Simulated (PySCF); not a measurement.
# Static response to an electric field

Species: Ge₄H₁₀.
SMILES with atom numbers: `[GeH3:1][GeH:2]([GeH3:3])[GeH3:4]` (hydrogens: H5, H6, H7 on Ge1; H8 on Ge2; H9, H10, H11 on Ge3; H12, H13, H14 on Ge4)

Structure used (PBE0-D3(BJ)/def2-SVP), in Å, numbered top down from 1:
```xyz
14
Ge4H10 angstrom
Ge    -0.1175    2.2026   -0.7701
Ge     0.0850    0.1580    0.5181
Ge     2.0177   -1.1327   -0.1763
Ge    -1.9307   -1.1534    0.2081
H      1.1072    3.1122   -0.5614
H     -0.2243    1.8561   -2.2673
H     -1.3857    2.9701   -0.3507
H      0.2320    0.5183    2.0130
H      3.3155   -0.3286    0.0276
H      1.8879   -1.4884   -1.6685
H      2.1093   -2.4389    0.6353
H     -1.9201   -2.4028    1.1091
H     -3.1790   -0.3120    0.5387
H     -2.0180   -1.6053   -1.2617
```

Level: PBE0/def2-SVPD (PySCF), static field, nuclei fixed, core orbitals frozen in the response. The polarisability tensor in these axes (au):

```
x   153.37  -1.53  -3.17
y    -1.53 151.58  -8.75
z    -3.17  -8.75 116.92
```

**Question.** Give the principal values, the mean and the anisotropy Δα = √{½[(α1 − α2)² + (α2 − α3)² + (α1 − α3)²]}.

**Answer.** Principal values 114.53, 152.92 and 154.42 au; mean 140.62 au = 20.84 Å³ = 23.19 × 10⁻⁴⁰ C²·m²/J; Δα = 39.17 au (28 % of the mean).

**Question.** What is the dipole moment?

**Answer.** 0.12 D at this geometry.

**Question.** In a dilute gas of rigid molecules at 273 K, how does the orientational term μ²/3kT compare with the electronic polarisability?

**Answer.** In Gaussian units μ²/3kT = 0.13 Å³ against 20.84 Å³, a ratio of 0.01; the Debye molar polarisation (4π/3)N_A(α + μ²/3kT) is 52.9 cm³/mol, leaving out the vibrational part.

**Question.** Along which axes do the principal values lie, and how far do the nuclei extend along each?

**Answer.** Largest value along (0.71, -0.70, 0.10), where the nuclei span 6.36 Å; middle along (0.70, 0.68, -0.23), 6.23 Å; least along (0.09, 0.23, 0.97), 3.89 Å. 

**Question.** Estimate the molar refractivity from the static electronic polarisability.

**Answer.** Lorentz–Lorenz: R = (4π/3)N_A α = 2.5225 cm³/(mol·Å³) × 20.84 Å³ = 52.6 cm³/mol, in the limit of long wavelengths.

**Question.** Find the Langevin capture rate constant for H3+ (3.023 u) meeting this molecule (305.763 u), k = 2.342 × 10⁻⁹ cm³/s × √(α in Å³ / reduced mass in u).

**Answer.** The reduced mass is 2.99 u, so k = 6.18 × 10⁻⁹ cm³/s.

Isolated species at its PBE0-D3(BJ)/def2-SVP geometry, gas phase. The calculation is non-relativistic, for germanium too.
